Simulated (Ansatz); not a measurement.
Ansatz (a first-principles code) input (CCSD(T)/cc-pwCVTZ):
A basis named .json is the Basis Set Exchange file of that set.

Ansatz 0.2 input:
```yaml
crystal:
  periodic: [false, false, false]
  atoms:
    - {symbol: C, position_ang: [2.53093641, -0.00816400, -0.33256445]}
    - {symbol: C, position_ang: [1.21499620, 0.76183567, -0.43448400]}
    - {symbol: C, position_ang: [-0.02174164, -0.08196675, -0.28082596]}
    - {symbol: C, position_ang: [-1.34905542, 0.62043894, -0.23932696]}
    - {symbol: C, position_ang: [-2.56557335, -0.29255794, -0.10372690]}
    - {symbol: O, position_ang: [0.09330679, -0.85226717, 1.13283405]}
    - {symbol: H, position_ang: [2.55863426, -0.85424390, -1.02128754]}
    - {symbol: H, position_ang: [2.73362989, -0.37647748, 0.68008620]}
    - {symbol: H, position_ang: [3.36834647, 0.64355481, -0.57579630]}
    - {symbol: H, position_ang: [1.13008680, 1.20448387, -1.43170478]}
    - {symbol: H, position_ang: [1.18614276, 1.59791863, 0.26956501]}
    - {symbol: H, position_ang: [-0.02667647, -0.95348194, -0.93356758]}
    - {symbol: H, position_ang: [-1.33060188, 1.39082977, 0.53990362]}
    - {symbol: H, position_ang: [-1.40106381, 1.17117411, -1.18405568]}
    - {symbol: H, position_ang: [-2.57647006, -0.83220139, 0.84406351]}
    - {symbol: H, position_ang: [-3.47933438, 0.29702398, -0.15425308]}
    - {symbol: H, position_ang: [-2.59687279, -1.02710345, -0.90942404]}
    - {symbol: H, position_ang: [-0.17770491, -0.28233429, 1.87568281]}
    - {symbol: H, position_ang: [1.00805677, -1.15852076, 1.28368488]}
basis:
  gaussian:
    orbitals: cc-pwCVTZ.json
total_charge: 1
magnetization: {spin_polarized: false}
correlation: {method: ccsd_t, electrons: outside_noble_gas}
```

End of the output:

```
mean field -7391.06796883 eV, -271.6167380089 hartree, gradient 1.1e-6 eV, S^2 0.000000; 0 other end points of the search recorded, 0 dependent functions left out
6 core orbitals not correlated
reference -7391.06796883 eV, -271.6167380089 hartree; 19, 19 occupied and 415, 415 virtual orbitals, 2515 factors
second order -30.86066436 eV of doubles, -0.00000000 eV of singles
coupled cluster: 55.27 GiB planned
cycle   1  -31.65410978 eV  change   -7.9e-1 eV  update   1.0e-1
cycle   2  -32.37864150 eV  change   -7.2e-1 eV  update   2.8e-2
cycle   3  -32.49558543 eV  change   -1.2e-1 eV  update   1.2e-2
cycle   4  -32.48833948 eV  change    7.2e-3 eV  update   2.7e-3
cycle   5  -32.48942159 eV  change   -1.1e-3 eV  update   1.1e-3
cycle   6  -32.48959380 eV  change   -1.7e-4 eV  update   3.2e-4
cycle   7  -32.48940511 eV  change    1.9e-4 eV  update   1.2e-4
cycle   8  -32.48939589 eV  change    9.2e-6 eV  update   4.4e-5
perturbative correction -1.25150310 eV, -0.0459918906 hartree
Total energy: -7424.80886782 eV, -272.8566931761 hartree
```

It need not be the lowest isomer of its formula.
